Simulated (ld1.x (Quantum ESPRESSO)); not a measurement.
Values are calculated unless marked as measured or tabulated.
# Pseudopotentials across the periodic table

Generated with ld1.x 7.5 (TM, RRKJ, ultrasoft, PAW), atompaw 4.2 or ONCVPSP 4.0.1. The cutoff is in Ry: for ld1.x and atompaw files where the sum of valence levels is converged to 10 mRy in a Bessel basis, for ONCV files where the hardest occupied wave has 1 mHa per electron of residual kinetic energy. The error is the largest all-electron minus pseudo excitation energy over each file’s own four to seven test configurations (ionisations up to +4, promotions, holes and added fractions of an electron), all of which were solved. The labels leave out finer settings (local radius, basis sizes, second energies), which also bear on the numbers. Spin-polarised tests are not counted. The rows are a selection from randomly drawn settings: files with unsolved tests, undetermined cutoffs or missed reference levels are left out.

A true bound ghost makes a file unfit for plane-wave use even where its test errors are small: the radial tests pick states by their node count and pass the ghost by.

| element | potential | cutoff (Ry) | largest error (meV) | bound ghosts |
| --- | --- | --- | --- | --- |
| B | RRKJ, PBE, scalar-relativistic, rc 1.35/2.55/2.75 (spd), local s, core correction yes, reference 2s1 2p0 | 21 | +551 | none |
| Cu | RRKJ, PBE, fully relativistic, rc 1.60/2.40/0.75 (spd), local s, core correction yes, reference 3d9 4s0 4p0 | 300 | -594 | none |
| Ru | TM, PBEsol, scalar-relativistic, rc 3.00/1.70/1.40 (spd), local d, core correction yes, reference 4p6 4d7 5s1 5p0 | 55 | -35 | s |
| Cs | TM, LDA (PZ), scalar-relativistic, rc 3.45/1.95/3.55 (spd), local smoothed, core correction yes, reference 5p6 5d1 6s0 6p0 | 25 | -129 | s |
| Pm | TM semilocal, PBE, scalar-relativistic, rc 3.20/4.20/2.10/1.40 (spdf), local s, core correction no, reference 4f4.5 5d0.5 6s2 6p0 | 180 | -2888 | none |
| Pt | PAW, Wu–Cohen, scalar-relativistic, rc 2.35/3.50/2.15/3.10 (spdf), local smoothed, core correction yes, reference 5d9 6s1 6p0 | 25 | -210 | none |

Question: Fill in the row for P: TM, PBEsol, non-relativistic, rc 1.45/1.50/1.20 (spd), local p, core correction yes, reference 3s2 3p1.5.

Answer: cutoff 30 Ry, largest error +30 meV, bound ghosts: none.

Question: Fill in the row for B: PAW, PBE, non-relativistic, rc 1.70/2.40/2.40 (spd), local smoothed, core correction yes, reference 2s1.5 2p1.5.

Answer: cutoff 10 Ry, largest error -3.9 meV, bound ghosts: none.
